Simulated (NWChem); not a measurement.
**Basis-set convergence for H₂OSn**

```xyz
4

Sn     0.1933     0.2418     0.0000
H      1.5324    -0.9835     0.0000
O     -1.2793    -1.1323     0.0000
H     -0.9612    -2.0464     0.0000
```
Charge 0, spin multiplicity 1.

Program: NWChem. Structure: optimised with B3LYP/def2-SVP with def2 effective core potentials on Sn, a minimum by its harmonic frequencies. It is one conformer; others weren't searched.

Quantity: LUMO energy at the level PBE0.

Effective core potentials replace the inner electrons of Sn; spin-orbit coupling is left out. The structure started from a generated list of species.

```tsv
basis	functions	LUMO energy (eV)
def2-SVP	50	-2.38
def2-SVPD	71	-2.55
def2-TZVP	93	-2.51
def2-TZVPP	109	-2.51
def2-TZVPD	114	-2.55
def2-QZVP	199	-2.54
```

Smallest basis within 0.1 eV of def2-QZVP, the largest set run: def2-SVPD, with 71 functions against 199 (also within reach: def2-TZVP, def2-TZVPP, def2-TZVPD). def2-QZVP isn't the basis-set limit itself, and a small set can land close by cancellation.
